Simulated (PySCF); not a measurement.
Species: C3H8BNSi.
SMILES with atom numbers: `[CH3:1][C:2]#[C:3][BH:4][SiH2:5][NH2:6]` (hydrogens: H7, H8, H9 on C1; H10 on B4; H11, H12 on Si5; H13, H14 on N6)

Method: PBE0-D3(BJ)/def2-SVP geometry optimisation, gas phase (PySCF 2.14.0).

Q: Give the optimised bond lengths and angles.

A: 
```csv
bond,length (pm)
C1–C2,144.7
C2≡C3,122.6
C3–B4,149.7
B4–Si5,201.6
Si5–N6,174.0
"C1–H7, C1–H8, C1–H9",110.2
B4–H10,121.3
Si5–H11,151.4
Si5–H12,149.8
"N6–H13, N6–H14",101.4
```

Bonds in one row agree within 1 pm and their mean is given. A selection of angles:
```csv
angle,degrees
C2–C1–H7,110.4
C2–C1–H9,112.3
H7–C1–H8,107.0
C1–C2–C3,179.2
C2–C3–B4,178.0
C3–B4–Si5,121.0
C3–B4–H10,119.0
Si5–B4–H10,119.9
B4–Si5–N6,109.6
B4–Si5–H11,105.9
B4–Si5–H12,113.1
N6–Si5–H11,115.5
N6–Si5–H12,107.7
H11–Si5–H12,105.1
Si5–N6–H13,118.0
Si5–N6–H14,119.8
H13–N6–H14,110.3
```

Torsions: C3–B4–Si5–N6 159° (antiperiplanar). The mirror-image conformer, all signs reversed, is as good.

The C–C distances run from 1.226 Å (C2≡C3, drawn triple) to 1.447 Å (C1–C2, drawn single), a spread of 0.221 Å. B4 (three-coordinate boron) is planar (angles 121.0°, 119.9° and 119.0°, sum 359.9°, 0.02 Å off the plane of its three neighbours). Si5 (SiH2 silicon) is distorted tetrahedral (angles from 105.1° to 115.5°). N6 (silicon-bound nitrogen) has angles 119.8°, 118.0° and 110.3°, sum 348.1°, 0.24 Å off the plane of its three neighbours.

Point group: C1 (no symmetry element, even within 0.4 Å). Stationary, but not proved a minimum. The numbers are those of one conformer (C3–B4–Si5–N6 159°, B4–Si5–N6–H 43° and -178°).
